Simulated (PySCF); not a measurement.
System: CH$_{4}$BO, charge 0, multiplicity 2. It need not be the lowest isomer of its formula. 
Geometry from a B3LYP-D3(BJ)/def2-TZVP (Ansatz) optimisation:
SMILES: [B](C)O
```xyz
7

B      0.5676    -0.0665     0.0187
C     -0.5486    -1.1450     0.1935
O      0.4248     1.2418    -0.2120
H     -1.5633    -0.7317     0.1085
H     -0.4355    -1.9341    -0.5543
H     -0.4571    -1.6329     1.1673
H     -0.4890     1.5675    -0.2804
```
Charge 0, spin multiplicity 2.

Dispersion corrections to the total energy (kcal/mol) from the dftd3 and dftd4 libraries through PySCF: D3(BJ) without and D4 with the three-body term, each with the damping fitted for the functional named.

```tsv
functional	D3(BJ)	D4
HSE06	-1.20	?
CAM-B3LYP	?	-1.48
HF	-19.48	-7.49
B3LYP	-3.52	-2.94
PW6B95	-0.91	-1.64
B2PLYP	?	-1.26
PBE	-2.06	-1.82
```

### Question
Some entries are withheld; supply them.

### Answer

- HSE06, D4: -1.38
- CAM-B3LYP, D3(BJ): -1.46
- B2PLYP, D3(BJ): -1.56
